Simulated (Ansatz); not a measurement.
One change: `[OH][Al]([OH])[SiH3]` becomes `[NH2][Al]([OH])[SiH3]`.

Ansatz, PBE0-D4/def2-TZVP geometries, multiplicity 1. Each molecule was computed in one conformer, which needn't be the lowest.

```json
{"property": "HOMO–LUMO gap (ωB97M-V/def2-TZVPP) / eV", "`[OH][Al]([OH])[SiH3]`": "11.05"}
{"property": "HOMO energy (B3LYP/def2-TZVPP) / eV", "`[OH][Al]([OH])[SiH3]`": "-7.83"}
{"property": "LUMO energy (PBE0/def2-TZVPP) / eV", "`[OH][Al]([OH])[SiH3]`": "-0.70"}
{"property": "LUMO energy (ωB97M-V/def2-TZVPP) / eV", "`[OH][Al]([OH])[SiH3]`": "0.99"}
{"property": "HOMO–LUMO gap (PBE/def2-TZVPP) / eV", "`[OH][Al]([OH])[SiH3]`": "5.47"}
{"property": "HOMO energy (ωB97M-V/def2-TZVPP) / eV", "`[OH][Al]([OH])[SiH3]`": "-10.06"}
```

**Question.** What does the change do to each property? (Estimate.)

**Answer.** The calculation gave: 
| property | `[NH2][Al]([OH])[SiH3]` | shift |
| --- | --- | --- |
| HOMO–LUMO gap (ωB97M-V/def2-TZVPP) / eV | 10.82 | -0.23 |
| HOMO energy (B3LYP/def2-TZVPP) / eV | -7.20 | 0.63 |
| LUMO energy (PBE0/def2-TZVPP) / eV | -0.61 | 0.09 |
| LUMO energy (ωB97M-V/def2-TZVPP) / eV | 1.08 | 0.09 |
| HOMO–LUMO gap (PBE/def2-TZVPP) / eV | 4.71 | -0.76 |
| HOMO energy (ωB97M-V/def2-TZVPP) / eV | -9.74 | 0.32 |

With PBE0 the HOMO rises by 0.58 eV and the LUMO rises by 0.09 eV, so the gap narrows by about 0.49 eV. PBE moves the HOMO by 0.87 eV and ωB97M-V by 0.32 eV.

B3LYP here is the variant with VWN-RPA as its local correlation; programs differ in this.
